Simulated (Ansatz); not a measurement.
A nudged elastic band was laid between two geometries of C2H6BClO (11 atoms, charge 0, multiplicity 1).

Computed with RKS CAM-B3LYP-D4/def2-SVP (Ansatz 0.2.0).

| Item | Value |
| --- | --- |
| movable images | 7 |
| climbing image | yes |
| spring | 5.0 eV/Å² |
| optimiser | quadratic models (default) |
| start path | through a guess of the saddle point |
| force threshold | 0.03 eV/Å |
| iteration limit | 60 |
| end points | relaxed |

Image 0:

```xyz
11
Properties=species:S:1:pos:R:3
O 0.027 1.662 1.544
B -0.475 0.827 0.614
C 0.222 -0.564 0.379
C 0.247 -0.979 -1.079
Cl 1.104 0.256 -2.075
H -0.472 2.482 1.637
H -1.477 1.139 0.001
H -0.356 -1.323 0.943
H 1.239 -0.565 0.800
H -0.765 -1.061 -1.496
H 0.771 -1.929 -1.246
```

Image 8:

```xyz
11
Properties=species:S:1:pos:R:3
O -0.219 1.648 1.662
B -0.589 0.759 0.718
C 0.466 -0.293 0.219
C 0.230 -0.800 -1.188
Cl 1.381 -2.105 -1.647
H -0.931 2.233 1.946
H -1.731 0.773 0.300
H 0.393 -1.145 0.922
H 1.490 0.097 0.330
H 0.354 -0.005 -1.936
H -0.778 -1.219 -1.304
```

Problem. What changes between the two ends?

Solution. No bond is made or broken. The dihedral B2–C3–C4–Cl5 goes from 58 to -175°.

Problem. Give the energies along the band, and the barrier.

Solution. The forces met the threshold. The highest image is number 4 of 0 to 8, 0.204 eV above the first end and 0.154 eV above the last; the last end lies 0.049 eV above the first. A vibrational analysis at the climbing image gives one clearly imaginary mode, 130i cm⁻¹: a first-order saddle point.

| image | path coordinate (Å) | energy (eV) | dihedral B2–C3–C4–Cl5 (°) |
| --- | --- | --- | --- |
| 0 | 0.00 | 0.000 | 58 |
| 1 | 0.60 | 0.016 | 67 |
| 2 | 1.20 | 0.074 | 83 |
| 3 | 1.80 | 0.162 | 101 |
| 4 | 2.39 | 0.204 | 119 |
| 5 | 3.06 | 0.159 | 140 |
| 6 | 3.72 | 0.079 | 161 |
| 7 | 4.38 | 0.053 | -180 |
| 8 | 5.04 | 0.049 | -175 |

Problem. What is the geometry of the highest image?

Solution. 
```xyz
11
Properties=species:S:1:pos:R:3:forces:R:3
O -0.392 1.405 1.865 -0.01 0.00 0.00
B -0.525 0.860 0.639 0.02 0.00 -0.01
C 0.412 -0.341 0.256 -0.01 -0.01 0.01
C 0.181 -0.976 -1.116 0.00 0.00 0.00
Cl 1.622 -0.868 -2.189 0.00 0.00 0.00
H -0.986 2.146 2.029 0.00 0.00 0.00
H -1.350 1.312 -0.132 0.00 0.00 0.00
H 0.349 -1.101 1.053 0.01 0.00 0.00
H 1.448 0.033 0.322 0.00 0.01 0.00
H -0.633 -0.485 -1.664 0.00 0.00 0.00
H -0.061 -2.043 -1.042 0.00 0.00 0.00
```

Problem. What are the harmonic wavenumbers there?

Solution. 130i, 17, 232, 295, 420, 483, 676, 750, 848, 936, 998, 1048, 1068, 1161, 1191, 1208, 1266, 1321, 1405, 1464, 1484, 2563, 3060, 3100, 3108, 3168, 3897 cm⁻¹.

The run took 11 min on 2 threads of Arm Neoverse V1, on a shared host, peak memory 0.27 GiB.
